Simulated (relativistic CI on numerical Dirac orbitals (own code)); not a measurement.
## Tc³⁺: resonant inelastic scattering at the L2,3 edge

Computed with this model: Dirac-Coulomb-Breit CI, separate exchange-only KLI orbitals for each configuration, QED by a radiative potential, Kramers-Heisenberg scattering through one core-hole configuration in a parametric crystal field, unscaled Slater integrals; configurations [Kr] 4d4 → [He] 2s2 2p5 3s2 3p6 3d10 4s2 4p6 4d5; 300 K; core-hole width 1.6 eV; summed over polarisations. Incident energies are the highest absorption maxima for each field (at most a few, so the weaker spin-orbit partner edge can be absent), on the computed scale of the free ion. Intensities are in per cent of the strongest line above 0.02 eV; levels within 1 cm⁻¹ are merged; final levels count from the ground level, the first row holds all elastic scattering, lines under 0.4 are left out and each table stops after 24 rows. The scale of the Slater integrals is a model choice and moves the terms in proportion.

Field parameters in Wybourne normalisation: Oh B⁴₀ = 21Dq, B⁴₄ = √(5/14) B⁴₀; Td as Oh with Dq negative (B⁴₀ = 21Dq, B⁴₄ = √(5/14) B⁴₀). The field is a parameter set, without covalency.

S is read from ⟨S²⟩ = S(S + 1).

Oh, 10Dq = 29650 cm⁻¹:

| Final level (eV) | Degeneracy | Irrep | S | 2680 eV | 2682.7 eV | 2798.9 eV |
| --- | --- | --- | --- | --- | --- | --- |
| 0.000 | 1 | A1 | 1.02 | 410.7 | 947.3 | 89.9 |
| 0.075 | 3 | T1 | 1.02 | 16.3 | 15.1 | 9.0 |
| 0.185 | 2 | E | 1.01 | 10.0 | 35.3 | 16.7 |
| 0.187 | 3 | T2 | 1.00 | 13.5 | 12.8 | 11.1 |
| 1.190 | 3 | T2 | 1.99 | 2.1 | 19.1 | 20.7 |
| 1.195 | 2 | E | 1.99 | 1.8 | 12.2 | 18.1 |
| 1.199 | 3 | T1 | 1.99 | 1.2 | 22.0 | 8.4 |
| 1.203 | 1 | A1 | 1.98 | 3.2 | 25.2 | 22.6 |
| 1.402 | 3 | T2 | 0.03 | 13.2 | 2.3 | 4.4 |
| 1.554 | 2 | E | 0.02 | 12.3 | 6.2 | 4.4 |
| 2.850 | 1 | A1 | 0.07 | 20.1 | 8.0 | 7.2 |
| 3.424 | 3 | T1 | 1.00 | 9.4 | 21.7 | 42.1 |
| 3.437 | 3 | T2 | 1.00 | 1.2 | 5.5 | 7.8 |
| 3.454 | 1 | A1 | 1.00 | 1.7 | 22.7 | 14.1 |
| 3.485 | 3 | T1 | 1.01 | 13.9 | 100.0 | 17.1 |
| 3.586 | 2 | E | 1.01 | 1.7 | 31.3 | 4.2 |
| 3.592 | 3 | T2 | 1.00 | 0.7 | 10.1 | 1.2 |
| 3.620 | 3 | T1 | 1.01 | 4.9 | 24.6 | 26.8 |
| 3.626 | 2 | E | 1.00 | 1.0 | 4.3 | 5.2 |
| 3.695 | 3 | T2 | 1.00 | 1.4 | 11.2 | 6.6 |
| 3.740 | 1 | A2 | 1.00 | 0.1 | 0.9 | 0.1 |
| 3.854 | 3 | T1 | 1.00 | 2.0 | 19.9 | 5.0 |
| 3.987 | 3 | T2 | 1.03 | 0.9 | 8.0 | 14.3 |
| 4.305 | 3 | T2 | 1.03 | 6.3 | 12.6 | 1.5 |

Td, 10Dq = -17900 cm⁻¹:

| Final level (eV) | Degeneracy | Irrep | S | 2681.9 eV | 2798.1 eV |
| --- | --- | --- | --- | --- | --- |
| 0.000 | 1 | A1 | 0.15 | 1017.6 | 123.0 |
| 0.677 | 1 | A1 | 1.83 | 9.9 | 15.2 |
| 0.698 | 3 | T1 | 1.86 | 0.7 | 0.2 |
| 0.826 | 2 | E | 1.94 | 0.8 | 1.3 |
| 0.848 | 3 | T1 | 1.98 | 2.5 | 3.5 |
| 0.910 | 3 | T2 | 1.99 | 1.1 | 1.8 |
| 1.128 | 3 | T1 | 1.21 | 0.6 | 0.2 |
| 1.141 | 2 | E | 1.08 | 7.2 | 19.3 |
| 1.151 | 1 | A1 | 1.21 | 29.0 | 22.1 |
| 1.169 | 3 | T2 | 1.10 | 1.0 | 0.6 |
| 1.674 | 3 | T2 | 1.01 | 20.6 | 22.4 |
| 1.721 | 3 | T1 | 0.94 | 5.1 | 62.6 |
| 1.774 | 2 | E | 1.02 | 11.9 | 7.9 |
| 2.051 | 3 | T1 | 0.24 | 100.0 | 10.9 |
| 2.964 | 3 | T1 | 1.67 | 0.3 | 0.6 |
| 2.970 | 2 | E | 1.63 | 0.3 | 0.6 |
| 2.993 | 3 | T2 | 1.69 | 5.5 | 1.5 |
| 3.114 | 3 | T2 | 1.36 | 0.5 | 0.9 |
| 3.121 | 2 | E | 1.44 | 0.8 | 0.6 |
| 3.203 | 3 | T2 | 0.46 | 58.6 | 22.2 |
| 3.264 | 3 | T1 | 1.01 | 3.0 | 0.3 |
| 3.268 | 3 | T2 | 0.90 | 28.6 | 1.2 |
| 3.286 | 2 | E | 1.02 | 0.6 | 0.1 |
| 3.525 | 3 | T1 | 1.00 | 0.5 | 0.1 |

Td, 10Dq = -8550 cm⁻¹:

```tsv
Final level (eV)	Degeneracy	Irrep	S	2679.8 eV	2682.4 eV	2799.2 eV
0.000	1	A1	1.98	418.0	1546.2	161.3
0.021	3	T1	1.99	55.5	46.7	16.8
0.039	3	T2	1.99	50.5	100.0	14.5
0.117	2	E	1.99	28.6	46.6	4.7
0.127	3	T1	2.00	17.3	25.8	3.8
0.186	3	T2	2.00	10.6	20.4	11.3
1.159	1	A2	1.99	5.4	2.7	0.8
1.161	3	T2	1.99	35.1	16.4	2.0
1.162	3	A1+E	1.97	46.3	18.3	4.2
1.163	3	T1	1.99	54.8	19.2	3.7
1.201	1	A1	0.91	4.2	34.8	8.9
1.427	3	T1	1.02	5.4	42.1	11.5
1.477	2	E	1.00	1.9	13.0	11.4
1.499	3	T2	1.01	2.5	19.9	9.0
1.713	1	A1	0.44	0.6	5.7	1.2
1.808	1	A2	1.01	0.3	4.1	3.3
1.849	3	T2	1.00	0.8	5.3	8.5
1.864	3	T1	0.97	0.6	3.7	3.3
1.916	2	E	1.00	0.2	2.8	2.5
2.222	3	T1	0.80	0.4	7.8	7.3
2.329	2	E	1.00	0.2	2.6	1.3
2.342	3	T2	1.00	0.5	4.5	4.7
2.366	1	A1	1.01	0.4	4.6	4.6
2.509	1	A2	1.00	0.0	0.5	0.5
```

For the first field the strongest loss at the lowest incident energy is the level at 2.85 eV (S = 0.07, against 1.02 in the thermal ground state). Levels of other spin, the first over 8 % at 1.19 eV, appear because spin-orbit coupling of the core hole, and in heavier ions of the valence shell too, mixes spins.
